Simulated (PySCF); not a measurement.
BiCl3, charge -1, multiplicity 2. Atoms are numbered in the order given.

```xyz
4

Bi     0.0000     0.0000     0.0000
Cl     2.6594     0.0000     0.0000
Cl    -1.3297     2.3031     0.0000
Cl    -1.3297    -2.3031     0.0000
```
Charge -1, spin multiplicity 2.

Coordinates come from a PBE0-D3(BJ)/def2-SVPD optimisation. The spin state was assumed, not searched. The isomer is the one that the SMILES or the coordinates give; other isomers of the formula were not compared. The def2 effective core potentials stand for the cores of Bi; spin–orbit coupling is left out.

These are PySCF with C-PCM-ωB97X/def2-SVPD values and carry that method's errors.

The values are the electrostatic part of the solvation free energy, E(continuum) − E(gas) at the gas-phase geometry, in a cavity of scaled van der Waals radii (PySCF's table); cavitation and dispersion terms are not included. A continuum can't describe solvent molecules that bind to the metal.

Computed values in water (ε = 78.36), cyclohexanone (ε = 15.62), 1-octanol (ε = 9.86):
```
solvent            ε  ΔG(elec) (kcal/mol)
-------------  -----  -------------------
water          78.36                -46.4
cyclohexanone  15.62                -44.0
1-octanol       9.86                -42.2
```
